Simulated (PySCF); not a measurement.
`C=C(F)[C@@H](F)C#CCC#N`, C$_{7}$H$_{5}$F$_{2}$N

Molfile (atoms numbered from 1):
```
C7H5F2N
     RDKit          3D

 15 14  0  0  0  0  0  0  0  0999 V2000
    3.0556    0.6730    0.2509 C   0  0  0  0  0  0  0  0  0  0  0  0
    1.9410    0.7138   -0.4487 C   0  0  0  0  0  0  0  0  0  0  0  0
    1.4432    1.8813   -0.9111 F   0  0  0  0  0  0  0  0  0  0  0  0
    1.0659   -0.4558   -0.8384 C   0  0  1  0  0  0  0  0  0  0  0  0
    1.7178   -1.6348   -0.5452 F   0  0  0  0  0  0  0  0  0  0  0  0
   -0.2105   -0.3930   -0.1441 C   0  0  0  0  0  0  0  0  0  0  0  0
   -1.2338   -0.3377    0.4770 C   0  0  0  0  0  0  0  0  0  0  0  0
   -2.5129   -0.2676    1.1570 C   0  0  0  0  0  0  0  0  0  0  0  0
   -3.5846   -0.2712    0.1844 C   0  0  0  0  0  0  0  0  0  0  0  0
   -4.4238   -0.2737   -0.5894 N   0  0  0  0  0  0  0  0  0  0  0  0
    3.4375   -0.2646    0.6083 H   0  0  0  0  0  0  0  0  0  0  0  0
    3.6087    1.5685    0.4682 H   0  0  0  0  0  0  0  0  0  0  0  0
    0.8925   -0.4489   -1.9263 H   0  0  0  0  0  0  0  0  0  0  0  0
   -2.6290   -1.1319    1.8194 H   0  0  0  0  0  0  0  0  0  0  0  0
   -2.5720    0.6505    1.7512 H   0  0  0  0  0  0  0  0  0  0  0  0
  1  2  2  0
  2  3  1  0
  2  4  1  0
  4  5  1  0
  4  6  1  0
  6  7  3  0
  7  8  1  0
  8  9  1  0
  9 10  3  0
  1 11  1  0
  1 12  1  0
  4 13  1  6
  8 14  1  0
  8 15  1  0
M  END
```

Computed with GIAO wB97X-D/pcSseg-1 magnetisability, rotational g tensor and spin-rotation constants, non-relativistic, gas phase (PySCF 2.14.0). Geometry: GFN2-xTB.

**Question.** Give the nuclear spin-rotation constants along the inertial axes (H = +C I·J) beside the isotropic shieldings.

**Answer.** Rotational constants 2.6845, 0.5620, 0.5168 GHz. A star marks the isotopologue with that one atom substituted, in its own axes.
| atom | isotope | Caa (kHz) | Cbb (kHz) | Ccc (kHz) | mean (kHz) | σ (ppm) |
| --- | --- | --- | --- | --- | --- | --- |
| F3 | 19F | 3.189 | 0.636 | 0.440 | 1.422 | 286.9 |
| F5 | 19F | 0.742 | 0.252 | 0.365 | 0.453 | 388.4 |
| N10 | 14N | 0.370 | 0.125 | 0.060 | 0.185 | -34.7 |
| H11 | 1H | -0.266 | 0.032 | -0.051 | -0.095 | 26.7 |
| H12 | 1H | -0.117 | -0.001 | -0.049 | -0.056 | 26.6 |
| H13 | 1H | -0.267 | -0.061 | 0.037 | -0.097 | 26.1 |
| H14 | 1H | -0.278 | -0.009 | -0.036 | -0.108 | 28.6 |
| H15 | 1H | -0.303 | -0.014 | -0.028 | -0.115 | 28.6 |
| C1 | 13C* | 0.575 | 0.231 | 0.084 | 0.297 | 88.8 |
| C2 | 13C* | 0.808 | 0.303 | 0.146 | 0.419 | 14.5 |
| C4 | 13C* | 0.717 | 0.101 | 0.133 | 0.317 | 106.0 |
| C6 | 13C* | 0.225 | 0.198 | 0.155 | 0.193 | 101.3 |
| C7 | 13C* | 0.321 | 0.186 | 0.150 | 0.219 | 99.8 |
| C8 | 13C* | 0.329 | 0.071 | 0.064 | 0.155 | 178.3 |
| C9 | 13C* | 0.675 | 0.245 | 0.100 | 0.340 | 67.6 |

For the geometry as given, no vibrational averaging.
